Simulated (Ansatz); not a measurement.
Computed with Ansatz on PBE0-D4/def2-TZVP structures; ΔE is electronic, products minus reactants. CCSD(T)/CBS is the MP2 limit (def2-TZVPP, def2-QZVPP) plus CCSD(T) − MP2 in def2-TZVPP, frozen cores. This one scheme is used for every species. Functionals use def2-TZVPP. For Se outer-core shells are correlated without core-valence functions, which leaves a few kJ/mol of doubt a bond. Scalar relativity is left out up to krypton. One conformer a species, not always the lowest.

`C=C=C[SeH]` + CH₄ → `C[SeH]` + `C=C=C`  (formal exchange of groups at the Se–C bond)

`C=C=C[SeH]`:

```xyz
8

C     1.655    0.053    0.679
C     0.449   -0.163    0.245
C    -0.750   -0.375   -0.203
Se   -1.510    0.703   -1.585
H     1.834    0.663    1.560
H     2.520   -0.369    0.177
H    -1.338   -1.225    0.127
H    -2.860    0.713   -1.001
```

CH₄:

```xyz
5

C     0.000    0.000    0.000
H     0.596   -0.195    0.891
H     0.089    1.051   -0.274
H    -1.044   -0.236    0.203
H     0.360   -0.621   -0.820
```

`C[SeH]`:

Cartesian coordinates in Å:
```
C -0.281 -0.118 0.453
Se 1.110 -0.389 -0.885
H -0.146 0.836 0.957
H -0.164 -0.925 1.175
H -1.267 -0.182 -0.002
H 0.747 0.778 -1.698
```

`C=C=C`:

```xyz
7

C    -1.244   -0.149    0.343
C     0.000    0.000    0.000
C     1.244    0.149   -0.343
H    -1.566    0.001    1.368
H    -1.998   -0.428   -0.386
H     1.939   -0.683   -0.310
H     1.624    1.111   -0.672
```

| level | ΔE (kJ/mol) |
| --- | --- |
| BHLYP-D4 | 11.0 |
| ωB97X-V | 9.2 |

Task: What does CCSD(T)/CBS give? (An estimate is asked.)

Result: The calculation gave: +10.9 kJ/mol. The listed levels differ from it by 0.1, -1.7 kJ/mol.

Task: What do rigid-rotor, harmonic-oscillator terms from PBE0-D4/def2-TZVP frequencies (298.15 K, 1 bar) make of the CCSD(T)/CBS value? (Estimate.)

Result: Ansatz gave: ΔZPE = +2.9 kJ/mol, ΔH = +11.9 kJ/mol, ΔS = 8 J/(mol·K), ΔG = +9.3 kJ/mol.

Largest T1 diagnostic among the species: 0.012.

Leaving LDA and LC-ωPBE aside and taking each functional with its dispersion term where it has one, the values, not all of them listed here, spread over 8.1 kJ/mol, from ωB97X-V to revPBE-D4. From PBE to PBE0 (25 % exact exchange), in def2-TZVPP and without D4, ΔE moves by −3.1 kJ/mol. At CCSD(T), def2-SVP lies +4.2 kJ/mol from the extrapolated value and def2-TZVPP +1.2 kJ/mol.
